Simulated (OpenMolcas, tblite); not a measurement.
**SnH2F (SMILES [F][SnH2]): methods side by side**

SnH2F: 4 atoms, total charge 0, spin state doublet. As SMILES, `[F][SnH2]`. The shape is that of a PBE0-D4/def2-TZVP optimisation.

Quantity: the dipole moment, in D. The values are calculated.

| level | kind | program | value (D) |
| --- | --- | --- | --- |
| GFN1-xTB | semi-empirical | tblite | 3.95 |
| UHF/def2-TZVPP (core potential) | Hartree–Fock | OpenMolcas | 3.08 |
| USVWN5/def2-TZVPP (core potential) | LDA | OpenMolcas | 2.56 |
| UPBE/def2-TZVPP (core potential) | GGA | OpenMolcas | 2.48 |
| U-r2SCAN/def2-TZVPP (core potential) | meta-GGA | OpenMolcas | 2.60 |
| UM06-2X/def2-TZVPP (core potential) | hybrid meta-GGA | OpenMolcas | 2.92 |

The values span 2.48 to 3.95 D. Magnitudes only.
